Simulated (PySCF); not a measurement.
Method: TPSSh-D3(BJ)/def2-TZVP // BP86-D3(BJ)/def2-SVP (PySCF). Isolated molecules, 0 K electronic values unless said otherwise. One relaxed conformer stands for a flexible species; it need not be the lowest. 

Reference species: [Hf(H)2(SH)2] (neutral, multiplicity 1).

```yaml
coordination_number: 4
mean_distance_from_the_central_atom_to_its_bonded_neighbours: 2.142 Å
HOMO: -7.46 eV
```

After one change: the coordination number is nearly the same; the mean distance from the central atom to its bonded neighbours increases by 0.296 Å; the HOMO goes up by 0.19 eV.

What was changed between the two runs? The new species is one of these.
A) [Hf(H)3(SH)]
B) [Hf(H)4]
C) [Hf(SH)4]

C, [Hf(SH)4]
